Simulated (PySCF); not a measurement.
Job file and geometry (Å, from PBE0-D3(BJ)/def2-SVP) of an NMR shielding run on `O[SiH2][SeH]`, H4OSeSi, PySCF, GIAO PBE0/pcSseg-1 NMR shielding, non-relativistic, gas phase; density fitting, a coarse starting grid and PySCF grid level 2 are the driver's defaults:

```
{"job": {"kind": "nmr", "xc": "PBE0", "basis": "pcSseg-1"}, "charge": 0, "multiplicity": 1}
O     -1.165768    -0.774703     0.358987
Si    -0.169669     0.542069     0.172893
Se     1.865438     0.012700    -0.717251
H     -1.270067    -1.339452    -0.413524
H     -0.699161     1.544029    -0.798684
H     -0.035894     1.116997     1.534729
H      2.250333    -0.807973     0.442513
```

Question: What does the program print?

Answer: 
```
coarse grid: 28816 points
cycle   1  E = -2767.8813341483  dE = -8.517e-01  |g| = 9.405e-01  |ddm| = 2.476e+00
cycle   2  E = -2767.7337309266  dE =  1.476e-01  |g| = 1.176e+00  |ddm| = 1.330e+00
cycle   3  E = -2767.9663201493  dE = -2.326e-01  |g| = 2.446e-01  |ddm| = 1.066e+00
cycle   4  E = -2767.9769018450  dE = -1.058e-02  |g| = 2.922e-02  |ddm| = 1.815e-01
cycle   5  E = -2767.9770337650  dE = -1.319e-04  |g| = 9.054e-03  |ddm| = 3.546e-02
cycle   6  E = -2767.9770593740  dE = -2.561e-05  |g| = 2.922e-03  |ddm| = 1.362e-02
cycle   7  E = -2767.9770608920  dE = -1.518e-06  |g| = 6.015e-04  |ddm| = 3.426e-03
final grid: 57696 points
cycle   8  E = -2767.9770744163  dE = -2.178e-08  |g| = 6.638e-04  |ddm| = 1.389e-03
cycle   9  E = -2767.9770744072  dE =  9.114e-09  |g| = 7.540e-04  |ddm| = 1.257e-03
cycle  10  E = -2767.9770744765  dE = -6.938e-08  |g| = 5.921e-05  |ddm| = 6.140e-04
cycle  11  E = -2767.9770744773  dE = -7.167e-10  |g| = 1.585e-05  |ddm| = 5.513e-05
converged SCF energy = -2767.9770744773

GIAO shielding tensors (ppm)
atom      isotropic    diamagn.    paramagn.     s11        s22        s33       span
  0 O      282.314     388.897    -106.583    242.103    282.819    322.020     79.917
  1 Si     359.947     877.247    -517.300    284.245    361.846    433.750    149.505
  2 Se    2055.654    3002.474    -946.821   1775.719   2050.203   2341.040    565.321
  3 H       30.286      30.926      -0.640     22.584     26.629     41.644     19.060
  4 H       25.730      27.904      -2.174     21.225     24.423     31.544     10.319
  5 H       25.769      27.845      -2.076     21.269     24.563     31.474     10.204
  6 H       30.189      29.712       0.477     21.242     25.041     44.283     23.041
```

Question: Turn these shieldings into chemical shifts. Chemical shifts δ = σref − σ; ¹⁷O (334.56 ppm) against H2O; ²⁹Si (351.99 ppm) and ¹H (31.27 ppm) vs TMS; Me2Se for ⁷⁷Se (1769.71 ppm), all at this level.

Answer: Averaging equivalent atoms: O 0: 52.2; Si 1: -8.0; Se 2: -286; H 4/5: 5.52; H 6: 1.08; H 3: 0.98 ppm. Experimental scales use liquid or dissolved standards, which lie at an offset from isolated H2O (liquid H2O: subtract about 36 ppm).

Relativistic effects, spin–orbit coupling among them, are left out; they matter for Se and for the light atoms bonded to it.

Size and cost of the density-fitted run: 102 basis functions, 7.4 s wall time on 1 thread of an Arm Neoverse V1, shared host.
